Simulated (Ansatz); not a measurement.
Mulliken charges of `[O]=[Sc]` radical from r2SCAN/def2-TZVPP in Ansatz (PBE0-D4/def2-TZVP geometry).

```json
{"atom": "O1", "x (Å)": "0.703", "y (Å)": "-0.233", "z (Å)": "0.361", "charge (e)": "-0.482"}
{"atom": "Sc2", "x (Å)": "-0.703", "y (Å)": "0.233", "z (Å)": "-0.361", "charge (e)": "0.482"}
```

**Question.** By hand: the dipole of these point charges (1 e Å = 4.8032 D).

**Answer.** Σ q r = (-0.678, 0.225, -0.348) e Å, of length 0.795 e Å = 3.82 D.

**Question.** How does the dipole of the full density compare? (An estimate is asked.)

**Answer.** Ansatz gave: (-0.620, 0.206, -0.318) e Å, 3.49 D; the point charges give 1.09 times that, at 0° from its direction.

Point charges leave out the atoms' own dipoles, such as those of lone pairs, and Mulliken's split depends on the basis, so the close match here is no proof of good charges.
